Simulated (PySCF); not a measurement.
# Vibration and rotation of KAl

UHF-CCSD(T) constants of KAl, ³Π (triplet), unpaired electrons σ ↑, π ↑ (K 6-31G(d,p), Al 6-31G(d,p); no relativity (PySCF 2.14); masses 38.9637 and 26.9815 u):

| Item | Value |
| --- | --- |
| ωe | 133.4 cm⁻¹ |
| ωexe | 1.07 cm⁻¹ |
| Be | 0.087414 cm⁻¹ |
| αe | 0.000754 cm⁻¹ |
| De to K + Al | 0.405 eV |

(1) What force constant and bond length do these constants imply?

(2) Estimate the centrifugal constant D from the Kratzer relation and find the Dunham coefficient a1.

Correlated steps freeze 10 core orbitals. Correlated levels converge slowly with the basis: in double zeta they bind strong bonds too weakly, by up to about 1 eV, and carry superposition errors of some tenths. The state was picked by a PBE0 search and need not be the measured ground state.

Answers

(1) Reduced mass μred = 15.942 u; k = 5.8918×10⁻⁷·μred·ωe² (u, cm⁻¹, mdyn/Å) = 0.167 mdyn/Å; Re = √(16.8576/(μred·Be)) (u, cm⁻¹, Å) = 3.478 Å.

(2) D = 4Be³/ωe² = 1.5e-07 cm⁻¹; a1 = −1 − αeωe/(6Be²) = -3.19.
